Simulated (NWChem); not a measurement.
Program: NWChem. System: CF, charge 0, spin multiplicity 2, at a geometry optimised with UB3LYP/def2-SVP. The structure started from a generated list of species. Its SCF solution wasn't tested for a lower state. Level: UPBE/cc-pVQZ.

Input file:

```
start mol
memory heap 200 mb stack 900 mb global 1100 mb
geometry units angstroms nocenter noautoz
  C      0.000000     0.000000     0.763121
  F      0.000000     0.000000    -0.508747
  symmetry group C2v
end
basis spherical
  * library cc-pvqz
end
dft
  xc xpbe96 cpbe96
  odft
  mult 2
  semidirect memsize 60000000 filesize 0
  iterations 100
end
task dft energy
```

Output (cleaned and shortened):

```
             Northwest Computational Chemistry Package (NWChem) 7.3.0
             --------------------------------------------------------

                                NWChem Input Module
                                -------------------

 Scaling coordinates for geometry "geometry" by  1.889725989
 (inverse scale =  0.529177249)

 Turning off AUTOSYM since
 SYMMETRY directive was detected!

                             Geometry "geometry" -> ""
                             -------------------------

 Output coordinates in angstroms (scale by  1.889725989 to convert to a.u.)

  No.       Tag          Charge          X              Y              Z
 ---- ---------------- ---------- -------------- -------------- --------------
    1 C                    6.0000     0.00000000     0.00000000     0.76312100
    2 F                    9.0000     0.00000000     0.00000000    -0.50874700

 Effective nuclear repulsion energy (a.u.)      22.4674034145

            Nuclear Dipole moment (a.u.)
            ----------------------------
        X                 Y               Z
 ---------------- ---------------- ----------------
     0.0000000000     0.0000000000     0.0000056692

      Symmetry information
      --------------------

 Group name             C2v
 Group number             16
 Group order               4
 No. of unique centers     2

      Symmetry unique atoms

     1    2


 Summary of "ao basis" -> "" (spherical)
 ------------------------------------------------------------------------------
       Tag                 Description            Shells   Functions and Types
 ---------------- ------------------------------  ------  ---------------------
 *                          cc-pvqz                   on all atoms

  pbe96 is a nonlocal functional; adding pw91lda local functional.

                                 NWChem DFT Module
                                 -----------------

 Summary of "ao basis" -> "ao basis" (spherical)
 ------------------------------------------------------------------------------
       Tag                 Description            Shells   Functions and Types
 ---------------- ------------------------------  ------  ---------------------
 C                          cc-pvqz                 15       55   5s4p3d2f1g
 F                          cc-pvqz                 15       55   5s4p3d2f1g

 Summary of "ao basis" -> "ao basis" (spherical)
 ------------------------------------------------------------------------------
       Tag                 Description            Shells   Functions and Types
 ---------------- ------------------------------  ------  ---------------------
 C                          cc-pvqz                 15       55   5s4p3d2f1g
 F                          cc-pvqz                 15       55   5s4p3d2f1g

      Symmetry analysis of basis
      --------------------------

        a1         44
        a2         14
        b1         26
        b2         26

            General Information
            -------------------
          SCF calculation type: DFT
          Wavefunction type:  spin polarized.
          No. of atoms     :     2
          No. of electrons :    15
           Alpha electrons :     8
            Beta electrons :     7
          Charge           :     0
          Spin multiplicity:     2
          Use of symmetry is: on ; symmetry adaption is: on
          Maximum number of iterations: 100
          AO basis - number of functions:   110
                     number of shells:    30
[...]
   Bfn.  Coefficient  Atom+Function         Bfn.  Coefficient  Atom+Function
  ----- ------------  ---------------      ----- ------------  ---------------
     4      0.513889  1 C  s                  5      0.408896  1 C  s
     2      0.235661  1 C  s                  3      0.187507  1 C  s
    69     -0.186968  2 F  pz                11      0.176997  1 C  pz
    66     -0.138053  2 F  pz                72     -0.137871  2 F  pz
    60     -0.130207  2 F  s                 14      0.116546  1 C  pz

 Vector    8  Occ=0.000000D+00  E=-1.334282D-01  Symmetry=b2
              MO Center= -9.8D-16, -1.7D-15,  6.6D-01, r^2= 1.3D+00
   Bfn.  Coefficient  Atom+Function         Bfn.  Coefficient  Atom+Function
  ----- ------------  ---------------      ----- ------------  ---------------
    13      0.441452  1 C  py                16      0.345094  1 C  py
    10      0.317740  1 C  py                71     -0.203783  2 F  py
    68     -0.184809  2 F  py                 7      0.169793  1 C  py
    65     -0.160239  2 F  py                62     -0.090506  2 F  py

 Vector    9  Occ=0.000000D+00  E=-8.300932D-02  Symmetry=b1
              MO Center= -4.8D-15, -1.9D-16,  6.9D-01, r^2= 1.4D+00
   Bfn.  Coefficient  Atom+Function         Bfn.  Coefficient  Atom+Function
  ----- ------------  ---------------      ----- ------------  ---------------
    15      0.419162  1 C  px                12      0.413503  1 C  px
     9      0.301742  1 C  px                70     -0.209692  2 F  px
    67     -0.174490  2 F  px                 6      0.164787  1 C  px
    64     -0.151509  2 F  px                61     -0.085387  2 F  px

 Vector   10  Occ=0.000000D+00  E= 8.090954D-02  Symmetry=a1
              MO Center= -8.5D-16, -2.1D-15,  6.1D-02, r^2= 3.6D+00
   Bfn.  Coefficient  Atom+Function         Bfn.  Coefficient  Atom+Function
  ----- ------------  ---------------      ----- ------------  ---------------
    60      2.010559  2 F  s                  5     -1.479233  1 C  s
    17      1.238982  1 C  pz                14      0.865315  1 C  pz
    72      0.741128  2 F  pz                 4     -0.444591  1 C  s
    30     -0.329487  1 C  d  0              69      0.278534  2 F  pz
    58      0.140600  2 F  s                 57      0.136422  2 F  s

   alpha - beta orbital overlaps
   -----------------------------

   alpha      1      2      3      4      5      6      7      8      9     10
    beta      1      2      3      4      5      6      7      9      8     10
 overlap   1.000  1.000  1.000  0.998  1.000  0.998  0.997  0.994  1.000  0.999

   alpha     11     12     13     14     15     16     17     18     19     20
    beta     11     13     12     14     15     16     17     18     19     21
 overlap   0.998  0.995  1.000  0.996  0.996  1.000  0.994  1.000  0.995  0.996

   alpha     21     22     23     24     25     26     27     28     29     30
    beta     20     22     23     27     24     26     25     28     29     30
 overlap   1.000  0.999  1.000  0.998  0.999  1.000  0.979  0.978  0.997  0.997

   alpha     31     32     33     34     35     36     37     38     39     40
    beta     33     32     31     35     36     34     40     37     38     39
 overlap   0.997  0.995  0.995  1.000  0.982  0.977  0.999  0.999  1.000  0.991

   alpha     41     42     43     44     45     46     47     48     49     50
    beta     41     43     42     44     45     46     47     49     48     51
 overlap   0.998  1.000  1.000  0.999  1.000  1.000  1.000  1.000  1.000  1.000

   alpha     51     52     53     54     55     56     57     58     59     60
    beta     50     52     53     54     55     57     56     59     58     61
 overlap   1.000  1.000  1.000  1.000  1.000  0.999  0.999  0.999  0.999  1.000

   alpha     61     62     63     64     65     66     67     68     69     70
    beta     60     63     62     64     66     65     68     67     71     69
 overlap   1.000  0.998  0.999  0.999  0.993  0.998  0.996  0.954  0.995  0.999

   alpha     71     72     73     74     75     76     77     78     79     80
    beta     70     74     73     76     75     72     78     77     80     79
 overlap   0.954  0.998  0.996  0.744  0.999  0.745  0.996  0.994  0.999  0.999

   alpha     81     82     83     84     85     86     87     88     89     90
    beta     81     83     82     84     85     86     88     87     90     89
 overlap   1.000  1.000  1.000  1.000  1.000  1.000  1.000  1.000  1.000  1.000

   alpha     91     92     93     94     95     96     97     98     99    100
    beta     91     92     93     94     95     96     98     97    100     99
 overlap   1.000  1.000  1.000  1.000  1.000  1.000  1.000  1.000  1.000  1.000

   alpha    101    102    103    104    105    106    107    108    109    110
    beta    101    102    103    105    104    107    106    108    109    110
 overlap   1.000  1.000  1.000  1.000  1.000  1.000  1.000  1.000  1.000  1.000

     --------------------------
     Expectation value of S2:
     --------------------------
      <S2> =      0.7532 (Exact =     0.7500)

 center of mass
 --------------
 x =   0.00000000 y =   0.00000000 z =  -0.03096427

 moments of inertia (a.u.)
 ------------------
          42.485501411801           0.000000000000           0.000000000000
           0.000000000000          42.485501411801           0.000000000000
           0.000000000000           0.000000000000           0.000000000000

     Multipole analysis of the density
     ---------------------------------

     L   x y z        total         alpha         beta         nuclear
     -   - - -        -----         -----         ----         -------
     0   0 0 0     -0.000000     -8.000000     -7.000000     15.000000

     1   1 0 0     -0.000000     -0.000000     -0.000000      0.000000
     1   0 1 0     -0.000000     -0.000000     -0.000000      0.000000
     1   0 0 1     -0.364642     -0.813259      0.448611      0.000006

     2   2 0 0     -8.558668     -5.362668     -3.196000      0.000000
     2   1 1 0     -0.000000     -0.000000     -0.000000      0.000000
     2   1 0 1      0.000000      0.000000      0.000000      0.000000
     2   0 2 0     -7.269733     -3.947689     -3.322044      0.000000
     2   0 1 1      0.000000      0.000000      0.000000      0.000000
     2   0 0 2     -9.097730    -16.320026    -13.573917     20.796213

 Task  times  cpu:        4.6s     wall:        4.6s

 Total times  cpu:        4.6s     wall:        4.6s
```
